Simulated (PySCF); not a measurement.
## Correlation energy of F²⁺ (fluorine, charge +2)

[He] 2s2 2p2 3d1, one real determinant (an excited configuration). All numbers are calculated (PySCF 2.14, no relativity, point nucleus, in dyall-av3z (15s9p3d2f, 71 functions)). Frozen: 1s2; 5 electrons correlated; the 13 highest virtual orbitals of each spin left out.

MP2 pair energies summed by pair of shells (mhartree):

| pair | energy | share (%) |
| --- | --- | --- |
| 2s-3d | -104.56 | 54.4 |
| 2s-2p | -49.73 | 25.9 |
| 2s-2s | -25.17 | 13.1 |
| 2p-2p | -7.84 | 4.1 |
| 2p-3d | -4.87 | 2.5 |

Total MP2 correlation energy: -192.16 mhartree.

Same-spin part -21.94 and opposite-spin part -170.23 mhartree; SCS-MP2 scales them by 1/3 and 6/5 to -211.58 mhartree.

The reference is one real determinant that mixes LS terms of this configuration.
